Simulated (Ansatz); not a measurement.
Reactions of C2H8GeO2Si (`C=C[SiH](O)[GeH2][OH]`).

Gas-phase electronic energies from Ansatz, PBE0-D4/def2-TZVP geometries. CBS: MP2 limit from def2 TZ/QZ plus the TZ coupled-cluster correction, frozen cores. This one scheme is used for every species. DFT in def2-TZVPP. B3LYP here is the variant with VWN-RPA as its local correlation; programs differ in this. For Ge outer-core shells are correlated without core-valence functions, which leaves a few kJ/mol of doubt a bond. Scalar relativity is left out up to krypton. Each species was taken in one conformer, which may not be the lowest.

| reaction | B3LYP-D4 (kJ/mol) | CCSD(T)/CBS(def2) (kJ/mol) |
| --- | --- | --- |
| `C=C[SiH](O)[GeH2][OH]` + CH₄ → `C=CC` + `O[SiH2][GeH2][OH]` | 54 | 54 |
| `C=C[SiH](O)[GeH2][OH]` + `SS` → `[OH][GeH2][S]S` + `C=C[SiH2]O` | -42 | -45 |
| `C=C[SiH](O)[GeH2][OH]` + `C[SiH](O)O` → `C[SiH](O)[O][GeH2][OH]` + `C=C[SiH2]O` | -49 | -50 |
| `C=C[SiH](O)[GeH2][OH]` + `CC[SiH3]` → `C=CCC[SiH3]` + `O[SiH2][GeH2][OH]` | 47 | 46 |
| `C=C[SiH](O)[GeH2][OH]` + `N[SiH](O)F` → `[OH][GeH2][NH][SiH](O)F` + `C=C[SiH2]O` | -20 | -25 |
| `C=C[SiH](O)[GeH2][OH]` + `O[SiH2][SiH3]` → `C=C[SiH](O)[SiH2]O` + `[OH][GeH2][SiH3]` | 10 | 11 |
| `C=C[SiH](O)[GeH2][OH]` + `N[SiH](O)O` → `[OH][GeH2][NH][SiH](O)O` + `C=C[SiH2]O` | -23 | -28 |

Largest T1 diagnostic: 0.012, for `O[SiH2][SiH3]`.
